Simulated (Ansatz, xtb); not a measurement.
## A geometry optimisation of BFH6OSi2 with r2SCAN-D4/def2-SVP

The starting geometry of this gas-phase singlet has its atoms placed at random.

```xyz
11

B    -0.6387   -0.1284    0.9163
F    -0.5106   -0.0453   -1.0691
O     1.2030   -0.4152    0.2923
Si   -2.0546   -0.9851    0.3175
Si    1.5140   -1.5821   -0.6760
H     0.3236   -0.9409   -1.2118
H    -0.4167   -1.2207    1.1374
H     1.3493   -0.3926   -0.5514
H    -1.3900    0.6511   -0.0970
H     0.7980   -2.3253    0.7019
H    -0.6661    0.6487    1.5777
```

Problem. Guess where an optimisation with r2SCAN-D4/def2-SVP ends from this start.

Solution. It ends as a structure with H6 bridging Si5 and Si4, H9 bridging Si4 and B1, given below by its coordinates. Distances that change by over a tenth: B1–H11 (1.02 → 1.21 Å), O3–Si5 (1.55 → 1.88 Å), O3–H8 (0.86 → 0.97 Å), Si5–H6 (1.45 → 1.64 Å), Si5–H10 (1.72 → 1.52 Å). Contacts that open: B1–Si4 (1.76 → 2.70 Å), Si5–H8 (1.21 → 2.44 Å). Contacts that close: B1–O3 (1.97 → 1.51 Å), B1–H9 (1.48 → 1.32 Å), F2–Si4 (2.28 → 1.65 Å), Si4–H6 (2.83 → 1.74 Å), Si4–H9 (1.81 → 1.73 Å).

The energy falls by 16.17 eV over 29 steps:

```
step  E − E(last) (eV)
   1            16.172
   4             5.879
   7             1.957
  10             0.620
  13             0.270
  17             0.070
  20             0.016
  23             0.005
  26             0.000
  29             0.000
```

Final geometry (Å):

```xyz
11

B    -0.2455   -0.0115    1.1361
F    -1.8425   -0.2353   -2.1140
O     1.1624   -0.2627    0.6469
Si   -1.6211   -1.2419   -0.8288
Si    1.5154   -1.6744   -0.5358
H     0.0591   -1.4322   -1.2583
H    -0.6410   -0.9669    1.7652
H     1.6462    0.5511    0.4460
H    -0.9950    0.1087    0.0553
H     0.8426   -2.6646    0.4057
H    -0.3695    1.0938    1.6195
```

From the same start GFN2-xTB ends elsewhere, in pieces: BFH3Si + H3OSi.

From so rough a start the end depends on the optimiser's path, so another program may land elsewhere. No frequencies were run, so the end isn't proven a minimum. Run with Ansatz 0.2.0, 95 s on 2 threads of Intel(R) Xeon(R) Platinum 8259CL CPU @ 2.50GHz (Skylake/Cascade Lake), with other jobs on the host.
